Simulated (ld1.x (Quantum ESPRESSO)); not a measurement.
## Transferability test, TM potential for nitrogen (N)

* Element: nitrogen
* Generator: ld1.x (Quantum ESPRESSO) 7.5
* Type: norm-conserving Troullier–Martins (Kleinman–Bylander form)
* Functional: Wu–Cohen
* Relativity: scalar-relativistic
* Frozen core: [He]
* Valence charge: 5
* Reference configuration: 2s2 2p3
* Partial waves: 2s (bound): rc 0.85 bohr; 3d channel at 0.5 Ry: rc 2.25 bohr; 2p (bound): rc 2.35 bohr
* Local potential: the p channel
* Core correction: a·sin(br)/r model core, default radius (core density twice the valence density)

Energies are relative to the spin-unpolarised reference configuration 2s2 2p3; without spin polarisation the order of configurations can differ from experiment.

```json
{"valence configuration": "2s2 2p2", "charge": "+1", "ΔE all-electron (eV)": "13.561", "error AE − PS (meV)": "+44"}
{"valence configuration": "2s2 2p2.5", "charge": "+0.5", "ΔE all-electron (eV)": "5.078", "error AE − PS (meV)": "+1.9"}
{"valence configuration": "2s1 2p0", "charge": "+4", "ΔE all-electron (eV)": "167.012", "error AE − PS (meV)": "+4371"}
{"valence configuration": "2s0 2p5", "charge": "0", "ΔE all-electron (eV)": "22.885", "error AE − PS (meV)": "-85"}
{"valence configuration": "2s2 2p3.3", "charge": "-0.3", "ΔE all-electron (eV)": "-1.607", "error AE − PS (meV)": "-1.9"}
```

(1) What are ΔE and the potential's error for 2s2 2p1?

(2) What are ΔE and the potential's error for 2s2 2p0?

Answers

(1) ΔE = 42.379 eV all-electron; the error (AE − PS) is +599 meV.

(2) ΔE = 89.372 eV all-electron; the error (AE − PS) is +2638 meV.
